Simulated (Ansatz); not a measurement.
Consider the atomization: `NC([SiH3])S[SiH3]` → C• + 9 H• + N• + S• + 2 Si•.

Isolated molecules relaxed with PBE0-D4/def2-TZVP in Ansatz; ΔE leaves out vibrations. CBS: MP2 limit from def2 TZ/QZ plus the TZ coupled-cluster correction, frozen cores. This one scheme is used for every species, atoms too. DFT in def2-TZVPP. B3LYP here is the variant with VWN-RPA as its local correlation; programs differ in this. No spin–orbit coupling; open shells (•) take unrestricted orbitals. Spin–orbit coupling would lower the free atoms: a little for C, S, Si. One conformer a species, not always the lowest.

`NC([SiH3])S[SiH3]`:

Cartesian coordinates in Å:
```
N 0.399 1.873 1.043
C 0.300 0.614 0.381
Si 1.131 0.669 -1.318
S -1.480 0.061 0.120
Si -1.294 -2.041 0.353
H -0.048 1.868 1.951
H 0.003 2.628 0.497
H 0.771 -0.152 1.003
H 0.939 -0.629 -2.009
H 2.585 0.952 -1.182
H 0.486 1.762 -2.092
H -0.523 -2.670 -0.752
H -0.594 -2.347 1.631
H -2.672 -2.589 0.374
```

```csv
level,ΔE (kJ/mol),difference from CCSD(T)/CBS
PBE-D4,4524.0,26.9
PBE0-D4,4473.2,-23.9
B3LYP-D4,4498.3,1.2
ωB97M-V,4512.8,15.7
B2PLYP,4424.7,-72.4
PBE,4486.8,-10.3
r2SCAN,4478.4,-18.7
B3LYP,4438.2,-58.9
HF/def2-TZVPP,3234.6,-1262.5
MP2/def2-TZVPP,4374.7,-122.4
CCSD/def2-TZVPP,4303.0,-194.1
CCSD(T)/def2-TZVPP,4364.0,-133.1
MP2/def2-QZVPP,4453.6,-43.5
SCS-MP2/def2-QZVPP,4494.7,-2.4
MP2/CBS(def2),4507.8,10.7
CCSD/CBS(def2),4436.1,-61.0
CCSD(T)/CBS,4497.1,0
```

Largest T1 diagnostic among the species: 0.012.

In def2-TZVPP, CCSD(T) changes the Hartree–Fock value by +1129.4 kJ/mol (the triples alone add +61.1 kJ/mol) and MP2 by +1140.1 kJ/mol; breaking electron pairs costs correlation energy, which Hartree–Fock lacks. From PBE to PBE0 (25 % exact exchange), in def2-TZVPP and without D4, ΔE moves by −45.4 kJ/mol: exact exchange takes away binding that semilocal exchange gives to molecules.

For atomizations the MP2-based limit and the directly extrapolated one differ by several kJ/mol either way, and by 10 to 25 for some Ge, Se and Sn compounds, so smaller differences from it don't rank the levels.
